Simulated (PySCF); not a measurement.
**ECD: `InChI=1S/CH10GeN2Si3/c3-1-2(5)7(4)6/h2,7H,4H2,5-6H3/t2-,7+/m0/s1`**

Molfile (atoms numbered from 1):
```
CH10GeN2Si3
     RDKit          3D

 17 16  0  0  0  0  0  0  0  0999 V2000
   -0.9395   -0.4588    3.6295 N   0  0  0  0  0  0  0  0  0  0  0  0
   -0.9516   -0.4537    2.4815 C   0  0  0  0  0  0  0  0  0  0  0  0
   -0.9484   -0.3837    0.5639 Ge  0  0  1  0  0  4  0  0  0  0  0  0
   -3.0993    0.3968   -0.0151 Si  0  0  0  0  0  4  0  0  0  0  0  0
    1.2062    0.4434   -0.0035 Si  0  0  2  0  0  4  0  0  0  0  0  0
    0.8966    1.4260   -1.3947 N   0  0  0  0  0  0  0  0  0  0  0  0
    2.7139   -1.1971   -0.6446 Si  0  0  0  0  0  4  0  0  0  0  0  0
   -0.9431   -1.8994    0.3375 H   0  0  0  0  0  0  0  0  0  0  0  0
   -4.1550   -0.3142    0.7053 H   0  0  0  0  0  0  0  0  0  0  0  0
   -3.3050    0.2205   -1.4550 H   0  0  0  0  0  0  0  0  0  0  0  0
   -3.2033    1.8286    0.2853 H   0  0  0  0  0  0  0  0  0  0  0  0
    1.6676    1.2363    1.1613 H   0  0  0  0  0  0  0  0  0  0  0  0
    0.1665    2.1210   -1.3602 H   0  0  0  0  0  0  0  0  0  0  0  0
    1.6771    1.7928   -1.9147 H   0  0  0  0  0  0  0  0  0  0  0  0
    2.1567   -2.0988   -1.6575 H   0  0  0  0  0  0  0  0  0  0  0  0
    3.9345   -0.6241   -1.2228 H   0  0  0  0  0  0  0  0  0  0  0  0
    3.1189   -2.0235    0.4939 H   0  0  0  0  0  0  0  0  0  0  0  0
  1  2  3  0
  2  3  1  0
  3  4  1  0
  3  5  1  0
  5  6  1  0
  5  7  1  0
  3  8  1  6
  4  9  1  0
  4 10  1  0
  4 11  1  0
  5 12  1  1
  6 13  1  0
  6 14  1  0
  7 15  1  0
  7 16  1  0
  7 17  1  0
M  END
```

Computed with TDDFT PBE0/def2-SVPD circular dichroism and optical rotation, one conformer, gas phase in PySCF 2.14.0. Geometry: GFN2-xTB.

The molecule is flexible and this is one conformer; a measurement averages over conformers. The calculation is non-relativistic, which matters for the atoms heavier than Zn.

Task: What are the CIP labels of the stereocentres?

Result: Ge3 S, Si5 R.

Task: Which excitations and rotatory strengths does the calculation give?

Result: Rotatory strengths R in 10⁻⁴⁰ esu² cm², velocity form and length form (origin at the centre of mass); f in length form.
| state | E (eV) | λ (nm) | f | R (velocity) | R (length) | main |
| --- | --- | --- | --- | --- | --- | --- |
| 1 | 5.03 | 246 | 0.009 | -40.8 | -41.2 | HOMO→LUMO 0.97 |
| 2 | 5.84 | 212 | 0.369 | +28.3 | +27.9 | HOMO−1→LUMO 0.91 |
| 3 | 6.16 | 201 | 0.042 | +63.2 | +61.8 | HOMO→LUMO+1 0.73, HOMO→LUMO+2 0.14 |
| 4 | 6.24 | 199 | 0.020 | +44.5 | +44.7 | HOMO→LUMO+2 0.75, HOMO→LUMO+1 0.17 |
| 5 | 6.29 | 197 | 0.032 | -15.5 | -15.4 | HOMO−2→LUMO 0.90 |
| 6 | 6.55 | 189 | 0.007 | -15.3 | -14.8 | HOMO→LUMO+3 0.76, HOMO−1→LUMO+1 0.10 |
| 7 | 6.62 | 187 | 0.014 | -22.0 | -21.3 | HOMO−1→LUMO+1 0.70, HOMO→LUMO+3 0.12 |
| 8 | 6.79 | 182 | 0.011 | -23.0 | -22.7 | HOMO−3→LUMO 0.85 |
| 9 | 6.82 | 182 | 0.117 | +5.7 | +6.2 | HOMO−1→LUMO+2 0.69 |
| 10 | 6.99 | 177 | 0.010 | +0.1 | +0.1 | HOMO→LUMO+4 0.49, HOMO−1→LUMO+2 0.10 |
| 11 | 7.05 | 176 | 0.021 | -20.6 | -19.9 | HOMO→LUMO+5 0.62, HOMO−1→LUMO+3 0.14 |
| 12 | 7.08 | 175 | 0.028 | +32.1 | +32.4 | HOMO−1→LUMO+3 0.52, HOMO→LUMO+5 0.14 |
| 13 | 7.13 | 174 | 0.068 | -33.5 | -33.1 | HOMO−2→LUMO+2 0.28, HOMO→LUMO+4 0.21 |
| 14 | 7.17 | 173 | 0.021 | +10.1 | +9.9 | HOMO−4→LUMO 0.77 |
| 15 | 7.23 | 172 | 0.007 | -20.6 | -20.2 | HOMO→LUMO+6 0.47, HOMO→LUMO+7 0.21 |
| 16 | 7.27 | 170 | 0.039 | -19.8 | -20.0 | HOMO−5→LUMO 0.22, HOMO→LUMO+6 0.13 |

Among the states computed, the strongest CD band (largest |R|) is state 3. The largest dissymmetry factor in size, g = 4R/(D+G), with D and G the electric and magnetic dipole strengths, is -0.034 for state 1 (velocity form, f = 0.009), among bands with |R| over 0.5. The mirror image has the same energies and oscillator strengths and all R with the opposite sign.
